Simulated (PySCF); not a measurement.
A calculated (B3LYP, PySCF 2.14, jorge-DZP-DKH, scalar relativity by spin-free X2C-1e) atom or ion has these occupied shells.

```tsv
shell	electrons	orbital energy (eV)	rms radius, mean of both spins (bohr)
1s α	1	-13379.0	0.0492
1s β	1	-13378.7	0.0492
2s α	1	-1774.6	0.205
2s β	1	-1774.5	0.205
2p α	3	-1568.4	0.183
2p β	3	-1568.1	0.183
3s α	1	-269.57	0.591
3s β	1	-269.15	0.591
3p α	3	-203.78	0.609
3p β	3	-203.27	0.609
3d α	5	-94.491	0.649
3d β	5	-94.035	0.649
4s α	1	-45.120	1.70
4s β	1	-41.279	1.70
4p α	3	-30.546	2.01
```

Task: Name the element and its charge.

Result: Br(2+) (bromine, charge +2), in [Ar] 3d10 4s2 4p3, high-spin 4S determinant.
